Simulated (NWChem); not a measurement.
Species: CH7BN2O; SMILES CNB(N)O

```xyz
12

C     -0.0130     1.9928    -0.0361
N     -0.6764     0.7113     0.0305
B     -0.0211    -0.5681     0.0178
N      1.4028    -0.6760    -0.0138
O     -0.7470    -1.7581    -0.0094
H     -0.6369     2.7540    -0.5527
H      0.9221     1.8976    -0.6263
H      0.2663     2.4205     0.9589
H     -1.6637     0.7583     0.2832
H      1.8429    -1.5935    -0.0471
H      2.0260     0.0662     0.2939
H     -1.6814    -1.6029    -0.2234
```
Atoms are numbered in this order, from 1.

Program: NWChem. Pople sets run with spherical d functions. Medium grid unless said otherwise, to which SCAN and Minnesota functionals are sensitive. The geometry was optimised at PBE-D3(BJ)/def2-SVP. Total energies of different functionals are on different scales.

| level | energy (Ha) | highest occupied level (eV) | orbital gap (eV) | dipole (D) |
|---|---|---|---|---|
| B3LYP/6-31G* | -252.0095 | -5.87 | 7.78 | 1.58 |
| PBE/6-31G* | -251.6858 | -4.66 | 5.94 | 1.51 |
| r2SCAN/6-31G* | -251.8569 | -5.03 | 6.98 | 1.59 |
| LDA (Slater exchange, PW92)/6-31G* | -249.8818 | -4.75 | 5.85 | 1.58 |
| N12/6-31G* | -251.9212 | -4.58 | 5.97 | 1.55 |
| M05-2X/6-31G* | -251.9695 | -7.61 | 11.05 | 1.71 |
| MN15/6-31G* | -251.7168 | -6.98 | 10.15 | 1.62 |
| LRC-wPBEh/6-31G* | -251.7524 | -8.05 | 12.11 | 1.64 |
| BHandHLYP/6-31G* | -251.8655 | -7.54 | 10.69 | 1.69 |
| LC-wPBE (HJS exchange hole, range parameter 0.4 per bohr)/6-31G* | -251.8291 | -9.00 | 13.79 | 1.68 |
| revPBE/6-31G* | -251.9175 | -4.63 | 6.00 | 1.49 |
